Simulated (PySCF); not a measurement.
# Basis and Hamiltonian dependence of the ionisation energy of Kr

Kr [Kr] (1S) → Kr⁺ [Ar] 3d10 4s2 4p5 (2P). Calculated with PySCF 2.14 from differences of total energies of unrestricted determinants, without spin-orbit coupling. Values in eV.

| basis | Hamiltonian | functions | UHF | PBE | PBE0 | MP2 (valence) | CCSD(T) (valence) | CCSD(T) (valence and next inner shell) |
| --- | --- | --- | --- | --- | --- | --- | --- | --- |
| cc-pVDZ-PP with ECP10MDF | ECP | 23 | 13.156 | n/a | n/a | 13.825 | 13.716 | n/a |
| cc-pVDZ-DK | spin-free X2C | 27 | 13.157 | n/a | 14.121 | 13.808 | 13.700 | n/a |
| x2c-SVPall | spin-free X2C | 32 | 13.151 | n/a | n/a | 13.838 | 13.727 | n/a |
| 6-31G* | non-relativistic | 32 | 13.166 | n/a | n/a | 13.811 | 13.708 | n/a |
| cc-pVTZ-PP with ECP10MDF | ECP | 39 | 13.099 | n/a | 14.083 | 14.025 | 13.942 | n/a |
| pcseg-2 | non-relativistic | 43 | 13.092 | n/a | n/a | 14.020 | 13.932 | n/a |
| aug-cc-pwCVDZ-PP with ECP10MDF | ECP | 48 | 13.137 | 14.061 | 14.116 | 13.959 | 13.862 | 13.882 |
| def2-TZVPPD | non-relativistic | 57 | 13.087 | 14.061 | 14.108 | 14.026 | 13.944 | 13.960 |
| x2c-TZVPPall with one added diffuse shell each of s, p, d type | spin-free X2C | 57 | 13.055 | 14.036 | 14.079 | 14.002 | 13.925 | 13.943 |
| aug-cc-pVTZ-PP with one added diffuse shell each of s, d, f type with ECP10MDF | ECP | 68 | 13.053 | 13.999 | 14.051 | 14.040 | 13.961 | n/a |
| x2c-QZVPPall | spin-free X2C | 97 | 13.034 | 14.018 | 14.061 | 14.103 | 14.054 | n/a |
| x2c-QZVPPall with one added diffuse shell each of s, p, d, f type | spin-free X2C | 113 | 13.033 | 14.020 | 14.062 | 14.113 | n/a | n/a |
| aug-cc-pVQZ-PP with one added diffuse shell each of s, p, d, f, g type with ECP10MDF | ECP | 114 | 13.038 | 13.990 | 14.040 | 14.140 | n/a | n/a |
| aug-cc-pV5Z-PP with ECP10MDF | ECP | 136 | 13.035 | 13.989 | 14.039 | 14.186 | n/a | n/a |

Frozen in the all-electron rows: valence: [Ar] 3d10; valence and next inner shell: [Ne]; with a core potential, the same shells as far as they lie outside it.

Non-relativistic rows lack the scalar-relativistic shift.

Reference for a calculation without spin-orbit coupling: 14.222 eV (measured, between term centres; NIST).
